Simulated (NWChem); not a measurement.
# C₂H₅BrSi; SMILES [SiH2](Br)C=C

```xyz
9

Si    -0.8565    -0.6083     0.0035
Br     0.2024     1.3797     0.0196
C      0.3322    -1.9599    -0.4947
C      0.6530    -2.9810     0.3259
H     -1.3770    -0.8844     1.3848
H     -1.9942    -0.4772    -0.9687
H      0.7840    -1.9209    -1.5033
H      1.3478    -3.7826     0.0206
H      0.2354    -3.0625     1.3449
```
Atoms are numbered in this order, from 1.

Results from NWChem. Medium grid unless said otherwise, to which SCAN and Minnesota functionals are sensitive. Structure relaxed at the PBE-D3(BJ)/def2-SVP level. Total energies of different functionals are on different scales.

```csv
level,energy (Ha),highest occupied level (eV),orbital gap (eV),dipole (D)
B3LYP/def2-TZVP,-2942.9831,-7.91,6.60,2.05
PBE/def2-TZVP,-2942.2772,-6.95,4.87,1.96
BHandHLYP/def2-TZVP,-2942.8699,-9.14,9.13,2.16
B3PW91/def2-TZVP,-2942.8822,-7.96,6.64,2.07
PW6B95/def2-TZVP,-2944.4210,___,___,2.05
B97-D/def2-TZVP,-2944.1853,-6.92,4.96,2.02
MN15-L/def2-TZVP,-2942.8616,-7.38,5.74,2.02
PBE0/def2-TZVP,-2942.4074,-8.16,7.05,2.08
KT2/def2-TZVP,-2956.6152,-7.01,4.94,1.98
```

Task: Fill in the missing entries.

Result: 
- PW6B95/def2-TZVP, highest occupied level (eV): -8.22
- PW6B95/def2-TZVP, orbital gap (eV): 7.18
